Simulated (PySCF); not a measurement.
Computed data sheet: `CO[C@@H](C(=O)O)[Si@H](N)O[SiH3]`

Species: C₃H₁₁NO₄Si₂.
Z-matrix (Å and degrees, GFN2-xTB geometry), rows numbered from 1:
```
C 
O   1  1.4088
C   2  1.4089  1  114.22
C   3  1.4837  2  114.10  1    67.07
O   4  1.2059  3  126.55  2    20.40
O   4  1.3482  3  111.62  2  -162.94
Si  3  1.9238  2  103.58  1  -175.82
N   7  1.7139  3  104.49  2   -83.31
O   7  1.6131  3  110.87  2   158.65
Si  9  1.6250  7  159.39  3    75.98
H   1  1.0976  2  110.88  3    56.22
H   1  1.0885  2  106.29  3   175.24
H   1  1.0943  2  111.53  3   -65.51
H   3  1.0969  2  111.44  1   -57.02
H   6  0.9702  4  109.42  3  -173.80
H   7  1.4583  3  107.16  2    45.14
H   8  1.0085  7  118.15  3    32.95
H   8  1.0071  7  120.48  3   174.37
H  10  1.4601  9  109.68  7   -40.34
H  10  1.4635  9  106.51  7    80.60
H  10  1.4616  9  103.76  7  -160.78
```

Structural features include: carboxylic acid, ether, Si–H bond, siloxane link and C–Si bond.

From GFN2-xTB geometry:

```
Point group of the GFN2-xTB geometry                  : C1
Rotational constants A, B, C of the GFN2-xTB geometry : 1.514, 0.607, 0.550 GHz
```

**PBE0/pcSseg-1 ground state and GIAO shieldings, non-relativistic (PySCF)**

```
Dipole moment                                               : 1.00 D
HOMO energy                                                 : -7.58 eV
LUMO energy                                                 : 0.06 eV
HOMO–LUMO gap                                               : 7.64 eV
Lowest Hirshfeld atomic charge                              : -0.32 e on N8
Highest Hirshfeld atomic charge                             : +0.44 e on Si7
13C chemical shifts (computed TMS as zero) by class         : 179.1 (C4), 76.2 (C3), 61.1 (C1) ppm
1H chemical shifts (computed TMS as zero) by class          : 6.14 (H15), 5.22 (H19/H20/H21), 5.05 (H16), 3.77 (H14), 3.56 (H11/H12/H13), 1.07 (H17/H18) ppm
Isotropic shieldings of nuclei other than C and H, by class : 241 (N8), -94 (O5), 125 (O6), 296 (O9), 324 (O2), 385 (Si7), 392 (Si10) ppm
Mayer bond orders between heavy atoms                       : C1–O2 0.92, O2–C3 0.93, C3–C4 0.96, C4–O5 1.94, C4–O6 1.10, C3–Si7 0.73, Si7–N8 1.05, Si7–O9 0.96, O9–Si10 0.92
```

Monoisotopic mass from the formula: 181.0227 u.

With B = h/(8π²I), that is 505.379 GHz u Å² over I, the principal moments of inertia are 333.7, 833.2 and 918.8 u Å² (most abundant isotopes); the inertial defect Ic − Ia − Ib is -248.1 u Å² (zero for a rigid planar frame, negative otherwise). A dipole of 1.00 D is allowed in C1, and pure rotational transitions are dipole-allowed. In atomic units the dipole is 0.39 e·bohr (1 au = 2.5417 D). The rotational constants make it an asymmetric top with κ = (2B − A − C)/(A − C) = -0.88, nearer the prolate limit (−1).

Geometry: GFN2-xTB, one conformer, isolated molecule. NMR classes are plain means over equivalent atoms (diastereotopic ones count apart unless rotation or inversion swaps them), as if these changed places fast; in this geometry the members of some classes differ.
